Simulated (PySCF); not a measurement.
SMILES C=C[Si](C)C, doublet, PBE0/def2-SVP optimised geometry. Atoms within 1.6 Å of the plane z = 0.6 Å (x, y, z in Å): C1 (-1.76, 1.11, -0.61), C2 (-0.63, 0.72, 0.00), Si3 (0.07, -1.00, 0.00), C4 (1.96, -1.00, 0.00), H7 (-2.15, 2.13, -0.53), H8 (-0.10, 1.47, 0.60), H9 (2.35, -2.01, 0.16), H10 (2.35, -0.63, -0.96), H11 (2.35, -0.35, 0.80).

Method: unrestricted PBE0/def2-TZVP in PySCF 2.14.0.

Map of the log10 of the electron density (e/bohr³), floored at −4 on the plane z = 0.6 Å:

```
|                             |
|                             |
|                             |
|                             |
|     .....   ..              |
|    .::--:::::::.            |
|    .:-==---====-:           |
|   .:-======+**+=-.          |
|   .:==++++*####+=:.         |
|   .-=++***#%@@%*=-.         |
|   :-=+**##%@@@%*=-:....     |
|   :-=+**#%%@@@#*=-----::.   |
|   .-=++*#%%@@%#*===+++=-:.  |
|   .:-=+**#%%%%#*+++***+=-.  |
|   .:--=+*##%%%#***#%%%#+=:. |
|    .:--=+*#%%%####%@@@#*=:. |
|     .:-=+*##%%%##%%@@@#*=-. |
|      .:-=+*#%%%%%%@@@%#*=-. |
|      .:-=+*#%%%%%%%@@%#+=:. |
|       :-=+*##%####%%%%#+=:. |
|       .:=+**###***#%%%#+=:. |
|       .:-=++***+++*###*+-:  |
|       ..:-==+++===+***+=-.  |
|        .::--==----=====-:   |
|         ..:::::::::---:.    |
|           ....... .....     |
|                             |
|                             |
|                             |
```
Scale: ten equal steps from -4.00 (start of ' ') to -0.582 (end of '@'), in the order ' .:-=+*#%@'; x runs from -4.50 to 4.50, y from -4.50 (bottom) to 4.50 (top).
